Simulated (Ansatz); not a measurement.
F2H2NOTa, SMILES `[NH2][Ta](=[O])([F])[F]`, relaxed with RKS PBE-D4/def2-SVP in Ansatz 0.2.0 from a rough embedded geometry. The force threshold is 0.03 eV/Å; the program also tests the step.

Charge 0, multiplicity 1. Ta: def2 effective core potential.

Start:

```xyz
7

N    -0.876   -0.330   -1.072
Ta    0.507    0.005    0.528
O     0.254    1.778    1.180
F     0.239   -1.371    2.093
F     2.473   -0.248   -0.182
H    -1.874   -0.196   -0.719
H    -0.723    0.363   -1.828
```

(1) How much energy does the relaxation release, and in how many steps? (Best estimate.)

(2) Which bonds change most? (Best estimate.)

(3) Give the relaxed structure. (An estimate is asked.)

## Answers

(1) Ansatz gave: 52.84 kcal/mol, in 14 steps, 1 of them rejected.

(2) The calculation gave: Ta2–F5 from 2.106 to 1.903 Å; Ta2–F4 from 2.101 to 1.903 Å; Ta2–O3 from 1.905 to 1.734 Å; N1–Ta2 from 2.142 to 1.973 Å.

(3) Ansatz gave: 
```xyz
7

N    -0.834   -0.040   -0.871
Ta    0.534    0.018    0.550
O     0.129    1.463    1.419
F     0.373   -1.494    1.694
F     2.276    0.180   -0.198
H    -1.581    0.648   -1.007
H    -0.897   -0.775   -1.586
```
